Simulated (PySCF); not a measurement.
# `FCC[C@@H]1OC[C@@H](F)O1`, C₅H₈F₂O₂

Molfile (atoms numbered from 1):
```
C5H8F2O2
     RDKit          3D

 17 17  0  0  0  0  0  0  0  0999 V2000
    3.4639    0.1102   -0.0994 F   0  0  0  0  0  0  0  0  0  0  0  0
    2.1308    0.3184    0.1517 C   0  0  0  0  0  0  0  0  0  0  0  0
    1.3083   -0.8162   -0.4474 C   0  0  0  0  0  0  0  0  0  0  0  0
   -0.1719   -0.6304   -0.1538 C   0  0  2  0  0  0  0  0  0  0  0  0
   -0.6289    0.6252   -0.5876 O   0  0  0  0  0  0  0  0  0  0  0  0
   -1.7292    0.9656    0.2256 C   0  0  0  0  0  0  0  0  0  0  0  0
   -1.5859    0.0325    1.4475 C   0  0  1  0  0  0  0  0  0  0  0  0
   -2.6568   -0.8422    1.4702 F   0  0  0  0  0  0  0  0  0  0  0  0
   -0.4146   -0.6468    1.2458 O   0  0  0  0  0  0  0  0  0  0  0  0
    2.0123    0.3595    1.2385 H   0  0  0  0  0  0  0  0  0  0  0  0
    1.8649    1.2781   -0.3009 H   0  0  0  0  0  0  0  0  0  0  0  0
    1.6279   -1.7672   -0.0209 H   0  0  0  0  0  0  0  0  0  0  0  0
    1.4499   -0.8421   -1.5279 H   0  0  0  0  0  0  0  0  0  0  0  0
   -0.7628   -1.4366   -0.6303 H   0  0  0  0  0  0  0  0  0  0  0  0
   -1.6593    2.0225    0.4849 H   0  0  0  0  0  0  0  0  0  0  0  0
   -2.6783    0.7611   -0.2829 H   0  0  0  0  0  0  0  0  0  0  0  0
   -1.5774    0.5205    2.4265 H   0  0  0  0  0  0  0  0  0  0  0  0
  1  2  1  0
  2  3  1  0
  3  4  1  0
  4  5  1  0
  5  6  1  0
  6  7  1  0
  7  8  1  0
  7  9  1  0
  9  4  1  0
  2 10  1  0
  2 11  1  0
  3 12  1  0
  3 13  1  0
  4 14  1  6
  6 15  1  0
  6 16  1  0
  7 17  1  1
M  END
```

The calculation used PySCF, GIAO KT1/6-31++G** magnetisability, rotational g tensor and spin-rotation constants, non-relativistic, gas phase. Geometry: GFN2-xTB.

Give the nuclear spin-rotation constants along the inertial axes (H = +C I·J) beside the isotropic shieldings.

Rotational constants 4.1418, 0.8249, 0.7787 GHz. A star marks the isotopologue with that one atom substituted, in its own axes.
```
atom  isotope  Caa (kHz)  Cbb (kHz)  Ccc (kHz)  mean (kHz)  σ (ppm)
  F1      19F      1.845      0.159      0.089       0.698    427.9
  F8      19F      3.785      0.765      0.890       1.813    297.8
 H10       1H     -0.380     -0.027     -0.003      -0.137     26.7
 H11       1H     -0.442      0.050     -0.062      -0.151     26.6
 H12       1H     -0.427      0.017     -0.079      -0.163     29.4
 H13       1H     -0.339     -0.058     -0.024      -0.140     29.4
 H14       1H     -0.229     -0.085      0.035      -0.093     25.7
 H15       1H     -0.478     -0.034      0.006      -0.169     27.3
 H16       1H     -0.127     -0.058     -0.040      -0.075     27.6
 H17       1H     -0.400     -0.062      0.045      -0.139     25.4
  C2     13C*      0.584      0.208      0.190       0.328    120.8
  C3     13C*      0.564      0.137      0.119       0.273    161.9
  C4     13C*      1.144      0.170      0.212       0.509     94.9
  O5     17O*     -0.712     -0.044     -0.111      -0.289    246.0
  C6     13C*      0.714      0.185      0.174       0.358    124.5
  C7     13C*      0.953      0.217      0.219       0.463     90.0
  O9     17O*     -0.891     -0.123     -0.132      -0.382    178.8
```
For the geometry as given, no vibrational averaging.
